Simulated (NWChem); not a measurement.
# phosphoric acid (H3PO4); SMILES OP(O)(O)=O

```xyz
8

O      1.4282    -0.1440    -0.5880
P      0.0003    -0.0025     0.1301
O      0.0037    -0.0306     1.6054
O     -0.5817     1.3264    -0.5553
O     -0.8505    -1.1491    -0.6018
H      2.0001    -0.7483    -0.0976
H     -0.3507     2.1085    -0.0377
H     -1.6499    -1.3555    -0.1007
```
Atoms are numbered in this order, from 1.

Coordinates come from a PBE0/def2-SVP optimisation.

List the 4 lowest vertical singlet excitations from PBE/def2-SVP, full TDDFT (NWChem).


```csv
state,energy (eV),oscillator strength,leading excitation (squared amplitude)
S1,6.70,0.012,HOMO → LUMO (0.99)
S2,6.70,0.012,HOMO−1 → LUMO (0.99)
S3,7.78,0.000,HOMO−1 → LUMO+1 (0.26)
S4,7.83,0.003,HOMO → LUMO+1 (0.49)
```
